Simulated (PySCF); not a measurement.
Species: C6H9NO.
Atom-mapped SMILES: `[CH3:1][O:2][c:3]1[cH:4][cH:5][cH:6][n:7]1[CH3:8]` (hydrogens: H9, H10, H11 on C1; H12 on C4; H13 on C5; H14 on C6; H15, H16, H17 on C8)

The geometry is computed with GFN2-xTB (gas phase).

(1) What internal coordinates does the optimisation give?

Answers

(1) 
```json
{"bond": "C1–O2", "length (pm)": "140.6"}
{"bond": "O2–C3", "length (pm)": "136.7"}
{"bond": "C3–C4", "length (pm)": "137.1"}
{"bond": "C4–C5", "length (pm)": "141.4"}
{"bond": "C5–C6", "length (pm)": "136.4"}
{"bond": "C6–N7", "length (pm)": "136.7"}
{"bond": "N7–C8", "length (pm)": "143.5"}
{"bond": "C3–N7", "length (pm)": "135.9"}
{"bond": "C1–H9, C1–H10, C1–H11", "length (pm)": "109.3"}
{"bond": "C4–H12", "length (pm)": "107.1"}
{"bond": "C5–H13", "length (pm)": "107.2"}
{"bond": "C6–H14", "length (pm)": "107.1"}
{"bond": "C8–H15, C8–H16, C8–H17", "length (pm)": "109.1"}
```

Bonds in one row agree within 1 pm and their mean is given. A selection of angles:
```json
{"angle": "C1–O2–C3", "degrees": "114.9"}
{"angle": "O2–C3–C4", "degrees": "133.0"}
{"angle": "O2–C3–N7", "degrees": "117.8"}
{"angle": "C4–C3–N7", "degrees": "109.2"}
{"angle": "C3–C4–C5", "degrees": "106.4"}
{"angle": "C4–C5–C6", "degrees": "107.5"}
{"angle": "C5–C6–N7", "degrees": "108.6"}
{"angle": "C6–N7–C8", "degrees": "126.5"}
{"angle": "C3–N7–C6", "degrees": "108.3"}
{"angle": "C3–N7–C8", "degrees": "125.2"}
```

Dihedral angles: C1–O2–C3–C4 -2° (synperiplanar). The mirror-image conformer, all signs reversed, is as good.

The C–C distances run from 1.364 Å (C5–C6, aromatic) to 1.414 Å (C4–C5, aromatic), a spread of 0.050 Å. The 5-membered ring C3–C4–C5–C6–N7 has internal angles of 106.4° to 109.2° (sum 540°, against 540° for a flat polygon); it is planar, 0.00 Å rms from its mean plane, widest ring torsion 0°. The 8 heavy atoms lie in one plane (0.010 Å rms). Of the pairs four or more bonds apart, O2···H15 is among the closest relative to their van der Waals radii: 2.47 Å, 91 % of the sum of Bondi's values. N7 (pyrrole-type nitrogen) is planar (angles 126.5°, 125.2° and 108.3°, sum 360.0°, 0.01 Å off the plane of its three neighbours). The 3 C–N bonds span 1.359 Å (C3–N7, aromatic) to 1.435 Å (N7–C8, drawn single), a spread of 0.076 Å. The C–O distances run from 1.367 Å (O2–C3, drawn single) to 1.406 Å (C1–O2, drawn single), a spread of 0.039 Å.

Stationary, but not proved a minimum. The numbers are those of one conformer.
